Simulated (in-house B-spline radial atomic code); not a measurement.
A fraction x of an electron is moved 4d → 5d in Tb II (Tb+), starting from [Xe] 4f9 6s1 and keeping the highest spin. Method: scalar-relativistic (X2C) LDA VWN5, spin-polarised, spherical fractional occupations, Fermi nucleus of rms radius 5.06 fm. Calculated with a B-spline radial code for spherical atoms.

```tsv
x	E(x) - E(0) (eV)	4d down level (eV)	5d up level (eV)
0	0.0000	-150.321	-
0.125	17.8864	-151.216	-7.770
0.25	35.8624	-152.135	-7.962
0.375	53.9306	-153.075	-8.154
0.5	?	?	?
0.625	90.3527	-155.007	-8.541
0.75	108.7105	-155.996	-8.734
0.875	?	?	?
1	145.7284	-158.009	-9.120
```

What belongs in the row x = 0.5?

An energy change of 72.0933 eV; 4d down at -154.033 eV, 5d up at -8.348 eV.

What belongs in the row x = 0.875?

An energy change of 127.1686 eV; 4d down at -156.997 eV, 5d up at -8.927 eV.

Check Janak's theorem between x = 0.125 and 0.25.

The slope of the energy is 143.81 eV; the orbital levels give 143.81 eV (ε of the receiving orbital less ε of the emptying one, averaged over the two points).
